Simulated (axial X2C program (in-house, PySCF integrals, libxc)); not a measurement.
**SeF⁺: from Re and ωe to a spectrum**

A bond curve at the CCSD(T) level, 2c, was computed with an in-house all-electron X2C program for linear molecules (integrals from PySCF) (basis Se dyall-cv3z [8s9p6d4f1g], F dyall-av3z [7s6p3d2f] (cores contracted in-house)) for the state Ω = 1 (⟨Sz⟩ = 1.00, ⟨Lz⟩ = 0.00 at HF). Its fit gives Re = 1.6667 Å, ωe = 805.4 cm⁻¹, ωexe = 3.46 cm⁻¹ and αe = 2.610e-03 cm⁻¹; the masses are 79.9165 and 18.9984 u. Two-component means X2C with spin–orbit coupling and atomic mean-field Coulomb and Gaunt terms.

Correlated methods: 12 electrons correlated (number of frozen shells: Se 3 s, 2 p, 1 d; F 1 s), 212 virtual spin orbitals or spinors in MP2, 90 natural virtuals in coupled cluster.

Question: Find the reduced mass, Be and the force constant.

Answer: From the CCSD(T) values: μ = 15.3494 u. Be = 16.8576/(μ Re²) = 0.3954 cm⁻¹. k = 5.8918×10⁻⁷ μ ωe² = 5.87 mdyn/Å.

Question: Estimate the centrifugal constant by the Kratzer relation.

Answer: D = 4Be³/ωe² = 3.81e-07 cm⁻¹.

Question: Where do the fundamental and the first overtone lie?

Answer: ν(1←0) = ωe − 2ωexe = 798.5 cm⁻¹; ν(2←0) = 2ωe − 6ωexe = 1590.0 cm⁻¹.

Question: Estimate De from a Morse curve and compare with the computed well depth of 3.088 eV to Se+ + F.

Answer: De(Morse) = ωe²/(4ωexe) = 5.811 eV against 3.088 eV computed, a ratio of 1.88. The extrapolation overshoots: the well softens faster than a Morse curve, or the lowest atomic limit lies below the one to which the curve heads.

Question: A Morse curve ties αe to the other constants (Pekeris). How well does that hold?

Answer: αe(Morse) = 6Be²/ωe × (√(ωexe/Be) − 1) = 2.280e-03 cm⁻¹; the CCSD(T) curve gives 2.610e-03 cm⁻¹, a ratio of 0.87.

Occupations by symmetry block were frozen at the best pattern of an incomplete PBE0 search. Dissociation energies refer to the lowest single-determinant-based atoms at the same level and basis. Coupled cluster ran in a truncated set of natural virtual spinors; the MP2 energy of the rest was added. (T) has no such correction and the atoms are truncated less, which lowers De at CCSD(T) by a hundredth of an eV or more. With several unpaired electrons one determinant need not be a pure state. Open-shell Ω = 0 determinants with evenly filled partner blocks cannot be reached by this program, so the Ω shown need not be the lowest component. This is the Ω = 1 component of a π² triplet; the 0⁺ component is not one determinant and can lie lowest.
